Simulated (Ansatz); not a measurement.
Geometry optimisation, RKS BLYP-D4/def2-SVP in Ansatz 0.2.0.

Input file:

```yaml
crystal:
  periodic: [false, false, false]
  atoms:
    - { symbol: Ge, position_ang: [0.0, 0.0, 0.0] }
    - { symbol: O, position_ang: [0.0, 0.0, 2.12] }
    - { symbol: H, position_ang: [-0.9095, -0.2814, 2.4571] }
    - { symbol: Cl, position_ang: [2.0935, 0.0, -0.7393] }
    - { symbol: Cl, position_ang: [-1.0456, 1.8115, -0.7393] }
    - { symbol: Cl, position_ang: [-1.0456, -1.8115, -0.7393] }
    - { symbol: F, position_ang: [1.0334, -1.5693, 0.6243] }
    - { symbol: H, position_ang: [0.6874, -1.0439, 1.6998] }
basis:
  gaussian: { orbitals: def2-SVP }
hamiltonian:
  xc: blyp
  dispersion: d4
relax:
  f_tol: 0.15
  max_steps: 25
  restrain:
    - { distance: [0, 6], at: 2.88, k: 30.0 }
    - { distance: [7, 1], at: 2.21, k: 30.0 }
    - { distance: [0, 1], at: 1.77, k: 30.0 }
    - { distance: [7, 6], at: 0.92, k: 30.0 }
```

Launched with:

```bash
$ ansatz run input.yaml --threads 4 --pin off --max-ram 5120MiB --backend cpu --events-out ev --progress --plain --runs-dir out
```

Question: Where does it end, and by what steps?

Answer: The forces met the threshold. The restraints hold the end off the free minimum; the threshold counts their pulls, which the force column leaves out. Restrained pairs: Ge1–F7 (1.98 → 2.89 Å), O2–H8 (1.32 → 2.20 Å), Ge1–O2 (2.12 → 1.78 Å), F7–H8 (1.25 → 0.93 Å). After 8 steps the energy has fallen by 2.062 eV (the restraints' own energy left out); H8 moved furthest, 0.81 Å.

```
step  energy less start (eV)  largest force component (eV/Å)  accepted
   0                  0.0000                           4.258       yes
   1                 -0.5851                           3.913       yes
   2                 -0.8981                           3.265       yes
   3                 -1.2859                           2.561       yes
   4                 -1.9049                           0.877       yes
   5                 -2.0156                           1.061       yes
   6                 -1.9749                           0.992        no
   7                 -2.0564                           0.530       yes
   8                 -2.0625                           0.482       yes
```

```xyz
8
Properties=species:S:1:pos:R:3
Ge -0.139 0.126 -0.018
O -0.081 0.164 1.763
H -0.935 -0.121 2.148
Cl 1.902 0.289 -0.707
Cl -1.195 1.913 -0.688
Cl -1.235 -1.567 -0.815
F 1.191 -2.153 1.151
H 1.305 -1.547 1.851
```

The run took 5.4 s on 4 threads of AMD EPYC 9R45 96-Core Processor (Zen 5) (shared host), peak memory 0.21 GiB.
